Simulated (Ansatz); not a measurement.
ScBr₃⁺. Total charge 1; doublet. Geometry PBE0-D4/def2-SVP; atoms count from 1.

Cartesian coordinates in Å:
```
Sc 0.033 -0.451 0.713
Br -1.808 0.927 -0.235
Br 0.731 -2.226 -0.631
Br 1.043 1.750 0.154
```

In the charge 1 doublet, Br2 and Br4 lie 2.99 Å apart (atoms count from 1), so these atoms are partly bonded to each other. No other spin state of charge 1 was run.

Estimate the Mulliken populations from the PBE0/def2-TZVP orbitals of Ansatz.


```tsv
atom	charge (e)	spin (α − β)	d electrons
Sc1	1.16	-0.06	1.28
Br2	0.00	0.53	–
Br3	-0.16	0.01	–
Br4	0.00	0.53	–
```
Mulliken values and Mayer orders depend strongly on the basis.

Where does the spin sit?

Summed by element: Sc -0.06, Br 1.06, of 1 unpaired in all. Largest on single atoms: Br2 0.53, Br4 0.53, Sc1 -0.06.

And the Mayer bond orders between bonded heavy atoms (over 0.3)?

Sc1–Br2 0.87 (2.49 Å); Sc1–Br3 1.40 (2.33 Å); Sc1–Br4 0.87 (2.49 Å). Values over 0.3 also appear between atoms too far apart for a bond (Br2–Br4 0.43 at 2.99 Å); they arise where an orbital or an unpaired electron spreads over both atoms.
